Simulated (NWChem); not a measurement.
SbH$_{2}$O$_{2}$F; SMILES [Sb]([OH])([OH])[F]

```xyz
6

Sb    -0.0183    -0.0595     0.3698
F      1.3414     1.0231    -0.5005
O      0.1785    -1.6372    -0.7839
H      0.0197    -1.4455    -1.7184
O     -1.4420     0.8664    -0.6318
H     -1.0497     1.4357    -1.3093
```
Atoms are numbered in this order, from 1.

Computed with NWChem. Coordinates come from a PBE0/def2-SVP optimisation. def2 effective core potentials on Sb; no spin-orbit coupling. Hybrids' shares of exact exchange are those that their runs print; pure functionals count as 0. The functionals differ in more than this share.

```csv
row,share of exact exchange,orbital gap (eV)
PBE/def2-SVP,0.00,5.09
BLYP/def2-SVP,0.00,5.04
B3LYP/def2-SVP,0.20,6.94
MPW1K/def2-SVP,0.43,withheld
BHandHLYP/def2-SVP,0.50,9.60
```

Problem. Fit a straight line of the last column on the one before it, predict the withheld value, and compare with the run.

Solution. 
1. Means of the 4 shown rows: x = 0.175, y = 6.668. Slope Σ(x − x̄)(y − ȳ)/Σ(x − x̄)² = 1.521/0.1675 = 9.079; intercept 5.079.
2. The shown rows scatter about the line by 0.032 (root mean square); the largest residual is +0.05, at B3LYP/def2-SVP.
3. At x = 0.43 (MPW1K/def2-SVP; inside the shown range) the line gives 8.98.
4. The run gives 9.07, +0.09 from the line, 2.8 times the scatter.
